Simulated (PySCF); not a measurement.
Start geometry of cyclo-(AsH)5 (As5H5) from GFN2-xTB (Å):
```
atom  x, y, z in Å
As1    2.066   -0.938    0.309
As2   -0.049   -2.040   -0.453
As3   -1.634   -0.655    0.840
As4   -0.902    1.572   -0.003
As5    1.418    1.439   -0.295
H6     1.457   -0.676    1.724
H7    -0.077   -1.172   -1.718
H8    -2.654   -0.819   -0.166
H9    -0.809    2.123    1.487
H10    1.307    1.089   -1.721
```

**Question.** What comes out of this run: PBE0-D3(BJ)/def2-SVP geometry optimisation, gas phase in PySCF 2.14.0?

**Answer.** 
```
atom  x, y, z in Å
As1    2.0016   -0.7521    0.2202
As2   -0.0164   -2.0710   -0.0434
As3   -1.7711   -0.5449    0.7352
As4   -0.9874    1.7085    0.2081
As5    1.3310    1.4816   -0.4805
H6     1.7728   -0.4720    1.7019
H7    -0.0959   -1.7091   -1.5238
H8    -2.5350   -0.6743   -0.5796
H9    -0.5586    1.9561    1.6517
H10    0.9837    1.0006   -1.8854
```

The energy falls by 0.342 eV over 14 energy and gradient evaluations, the largest force component goes from 0.0350 to 4.0e-04 Eh/bohr, and the atoms move by 0.342 Å rms after alignment. The bond that changes most is As1–As5 (both ends arsenic bonded to 2 As and H), which shortens by 0.102 Å. Bonds longer at the end by more than 0.005 Å: 3 of 10; shorter: 7. Among the angles that change most is As2–As3–As4, from 97.8° to 106.0°. Among the dihedrals that turn most is As2–As3–As4–H9, from -131° to -101°. Rotational constants go from 615.1, 607.8, 337.5 to 622.0, 612.9, 325.3 MHz. The orientation of the end geometry is arbitrary; only internal coordinates are fixed.

The run used 185 basis functions and 92 SCF cycles in all. On an Arm Neoverse V1 with one thread, shared host with 32 logical CPUs at a one-minute load of 22, this took 8.5 min wall and 1.2 GiB of memory at its peak.

Whether it is a minimum is left open (no frequencies). One conformer, not necessarily the lowest.
